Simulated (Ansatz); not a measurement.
GeH2Cl2O (SMILES [OH][GeH]([Cl])[Cl]): methods side by side

GeH2Cl2O: 6 atoms, total charge 0, spin state singlet. SMILES: `[OH][GeH]([Cl])[Cl]`. The coordinates come from a PBE0-D4/def2-TZVP relaxation. This is one conformer, not always the lowest.

```xyz
6

O    -0.1610    1.2910   -0.6142
Ge   -0.0654   -0.1488    0.3789
Cl    1.9485   -0.8626    0.4217
Cl   -1.2524   -1.7006   -0.4874
H     0.1264    1.1520   -1.5210
H    -0.5540    0.2049    1.7757
```

Each level gives the vertical ionisation energy (to the doublet cation) (eV). The values are calculated.

```
           level                    kind  program  value (eV)  CPU time (all runs)
  revPBE/cc-pVDZ                     GGA   Ansatz       10.59                 13 s
  r2SCAN/cc-pVDZ                meta-GGA   Ansatz       11.00                 28 s
   HSE06/cc-pVDZ  range-separated hybrid   Ansatz       11.26                 27 s
  B2PLYP/cc-pVDZ           double hybrid   Ansatz       11.41                 32 s
 RPA@PBE/cc-pVDZ                     RPA   Ansatz       10.54                 24 s
RPA@PBE0/cc-pVDZ                     RPA   Ansatz       11.00                 32 s
     MP2/cc-pVDZ     perturbation theory   Ansatz       12.26                 19 s
    CCSD/cc-pVDZ   coupled cluster or CI   Ansatz       11.74                 71 s
```

All-electron rows without a relativistic Hamiltonian named are non-relativistic. The values span 10.54 to 12.26 eV. In the correlated wave-function rows the outer d shell of Ge is correlated, in sets not made for it. Times are those of the runs behind each value, whatever else they computed, on shared processors of several kinds: orders of magnitude only.
